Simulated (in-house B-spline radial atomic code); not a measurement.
RPA and G0W0 for Bi V (Bi4+), [Xe] 4f14 5d10 6s1, highest spin, as one setting changes: the highest l of the empty states. Start: Hartree-Fock. A dash marks a level of low quasi-particle weight. Computed with an all-electron radial atomic-structure program (B-spline basis): all electrons, scalar-relativistic (spin-free one-electron X2C), finite nucleus, each spin shell either full or empty, empty states to the listed l with an (l + 1/2)⁻⁴ tail; G0W0 by contour deformation at full frequency.

Without the two-electron picture change, the correlation of inner shells comes somewhat too large for so heavy an element.

RPA overbinds a lone outer s electron by self-correlation, and G0W0 tends to as well.

```tsv
highest l of the empty states	RPA summed (Eh)	RPA extrapolated (Eh)	G0W0 level (eV)
5	-5.7865	-6.8205	6s up -56.47
6	-6.1701	-6.829	6s up -56.45
7	-6.3804	-6.8103	6s up -56.44
8	?	?	?
9	?	?	?
10	-6.6172	-6.7523	6s up -56.43
11	-6.6459	-6.7424	6s up -56.43
```

(1) What belongs in the row for 9?

(2) What belongs in the row for 8?

## Answers

(1) RPA summed (Eh): -6.5727; RPA extrapolated (Eh): -6.7664; G0W0 level (eV): 6s up -56.43.

(2) RPA summed (Eh): -6.501; RPA extrapolated (Eh): -6.7869; G0W0 level (eV): 6s up -56.43.
